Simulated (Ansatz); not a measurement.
Basis sets compared for [ScF6]3- (ScF₆³⁻). Charge -3, multiplicity 1. Geometry r2SCAN-D4/def2-SVPD. Ansatz on 4 threads of Intel Xeon on a shared host; times are rough, and most runs start from earlier orbitals.

```xyz
7

Sc    0.000    0.000    0.000
F    -0.319    1.081   -1.752
F     0.319   -1.081    1.752
F    -1.555    1.035    0.921
F     1.555   -1.035   -0.921
F     1.349    1.449    0.648
F    -1.349   -1.449   -0.648
```

The 6-31G sets use Cartesian d functions. A multiply charged anion in the gas phase is held together partly by the finite basis. Removing one electron lowers the energy by 2.92 eV at PBE0-D4/def2-TZVPD, so it isn't bound. At HF/STO-3G, HF/6-31G, PBE-D4/def2-SVPD, PBE-D4/def2-TZVPD and others the highest occupied level of the charge -3 singlet lies above zero (up to 8.86 eV). By energy differences it is unbound by 2.92 eV (vertical, against the charge -2 doublet, at PBE0-D4/def2-TZVPD) and held by the finite basis.

```
            level  functions  energy (Eh)  HOMO (eV)  LUMO (eV)  wall time
        HF/STO-3G         48   -1339.9416       8.86      29.91      0.4 s
         HF/6-31G         83   -1356.3308       0.79      13.66     0.76 s
 PBE-D4/def2-SVPD        172   -1358.6558       6.50       9.96        2 s
PBE0-D4/def2-SVPD        172   -1358.6596       4.66      10.42      3.1 s
```

(1) Estimate the rows for PBE-D4/def2-TZVPD, PBE0-D4/def2-TZVPD (with forces).

## Answers

(1) 
```
                           level  functions  energy (Eh)  HOMO (eV)  LUMO (eV)  wall time
               PBE-D4/def2-TZVPD        288   -1359.4294       6.46       8.86      2.9 s
PBE0-D4/def2-TZVPD (with forces)        288   -1359.4331       4.70       9.21        8 s
```
